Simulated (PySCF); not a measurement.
# Radial density of Te⁺ (tellurium, charge +1)

UHF, [Kr] 4d10 5s2 5p2 5d1, one real determinant (an excited configuration). Computed with PySCF 2.14 in aug-cc-pwCVTZ-DK3 with one added diffuse shell each of s, p, d, f type (11s10p8d5f1g, 125 functions), with the spin-free X2C one-electron Hamiltonian (Gaussian nucleus).

```
r (bohr)  4πr²ρ (e/bohr)  4πr²(ρα − ρβ)
  0.0279           62.26         0.0161
  0.0470           61.64         0.0394
  0.0790           86.01         0.0320
   0.133           67.07        -0.0015
   0.224           70.53         0.0892
   0.376           42.33        -0.0004
   0.632           25.23         0.2214
    1.06           15.70        -0.0204
    1.79           3.720         1.0503
    3.01           1.195         0.8484
    5.06          0.2103         0.2055
    8.52         0.01663         0.0166
    14.3       0.0001005         0.0001
```

Densities and radii are taken from the X2C orbitals without a picture-change correction, which distorts them close to the nucleus.

⟨L²⟩ = 7.94 against 12 for a pure F term, so this real determinant mixes terms. The outer electron is Rydberg-like, and this basis confines it to a smaller radius and binds it less than a complete one would.

(1) Where is the radial spin density 4πr²(ρα − ρβ) most negative, and why is it negative at all?

Results:

(1) Around r = 1.06 bohr, down to -0.0204 e/bohr: exchange with the open shell polarises the paired shells in an unrestricted calculation.
